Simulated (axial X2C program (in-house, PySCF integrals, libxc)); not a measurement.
# Bond lengths and stretching modes, held linear, of HTiH⁺

Computed with an in-house all-electron X2C program for linear molecules (integrals from PySCF): two-component X2C with atomic mean-field Coulomb and Gaunt terms, Gaussian nuclei, basis H dyall-v3z, Ti dyall-v3z with contracted cores. Spin-free rows use the one-electron spin-free X2C Hamiltonian.

Masses H 1.008, Ti 47.948, H 1.008 u. States: 2c Ω = 3/2 (beyond evenly filled blocks: ω = 3/2); spin-free M_S = 1/2, Λ = 2 (beyond evenly filled blocks: δ+α).

HF, spin-free: energies above the lowest point

| r(H–Ti) (Å) | r(Ti–H) (Å) | E (meV) |
| --- | --- | --- |
| 1.7170 | 1.7170 | 27.93 |
| 1.7170 | 1.7610 | 12.09 |
| 1.7170 | 1.8050 | 19.28 |
| 1.7610 | 1.7170 | 12.09 |
| 1.7610 | 1.7610 | 0.00 |
| 1.7610 | 1.8050 | 10.68 |
| 1.7610 | 1.8491 | 41.18 |
| 1.8050 | 1.7170 | 19.28 |
| 1.8050 | 1.7610 | 10.68 |
| 1.8050 | 1.8050 | 24.60 |
| 1.8491 | 1.7610 | 41.18 |
| 1.8491 | 1.8491 | 94.49 |

Q: Fit a quadratic surface with cubic terms in each bond: where is the minimum, and what are the two stretching wavenumbers?

A: At HF, spin-free: bonds 1.762 and 1.762 Å; harmonic stretches 1675.4 and 1896.8 cm⁻¹; force constants 1.87, 1.87 and coupling 0.27 mdyn/Å.

The other levels and Hamiltonians give:

```tsv
Hamiltonian	level	r(H–Ti) (Å)	r(Ti–H) (Å)	lower stretch (cm⁻¹)	upper stretch (cm⁻¹)
2c	PBE0	1.759	1.759	1677.8	1772.1
2c	HF	1.762	1.762	1674.2	1896.4
2c	BHandHLYP	1.748	1.748	1694.4	1826.0
2c	MP2	1.737	1.737	1661.7	1870.6
spin-free	PBE0	1.759	1.759	1678.5	1772.6
spin-free	BHandHLYP	1.748	1.748	1695.2	1826.6
spin-free	MP2	1.737	1.737	1663.4	1871.7
```

Each state is one determinant, the lowest of a limited PBE0 search; the stretches come from a fit to these few points and carry an uncertainty of a few per cent. Other orders of the atoms were not compared. MP2 freezes inner shells (threshold -2 hartree). The molecule was held linear; bending was not examined, so a bent shape may lie lower. Note: functional without a current term on a determinant with orbital currents, of the molecule or an atom.
